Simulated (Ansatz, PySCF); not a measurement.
CH₇F₂NSi₂, SMILES C[Si](F)(F)[SiH2]N.

The structure is a stationary point at ωB97X-D3(BJ)/def2-SVP. This is a generated structure with no PubChem entry under its InChIKey; it may be hypothetical. The values are those of a single conformer.

Vertical ionisation energy (IE) and electron affinity (EA) in eV. Rows of orbital energies are one-electron estimates. Where ΔSCF, EOM or ADC give a negative EA the extra electron is unbound and the value depends on the basis.

```tsv
level	IE	EA
−ε(HOMO), −ε(LUMO), HF/def2-TZVP (PySCF)	10.78	-2.63
−ε(HOMO), −ε(LUMO), PBE/def2-TZVP (PySCF)	6.14	1.26
ΔSCF, CAM-B3LYP/def2-SVPD (Ansatz), final states of multiplicity 2 and 2	9.82	-1.16
ΔSCF, PBE/def2-SVPD (Ansatz), final states of multiplicity 2 and 2	9.17	-0.84
```

Problem. What vertical singlet–triplet gap does ΔSCF give with CAM-B3LYP/def2-SVPD (Ansatz, a quantum-chemistry and plane-wave program) and with PBE/def2-SVPD (Ansatz)? (An estimate is asked for; the answer gives what the named calculation found.)

Solution. 5.75 and 4.90 eV (triplet above singlet where positive).
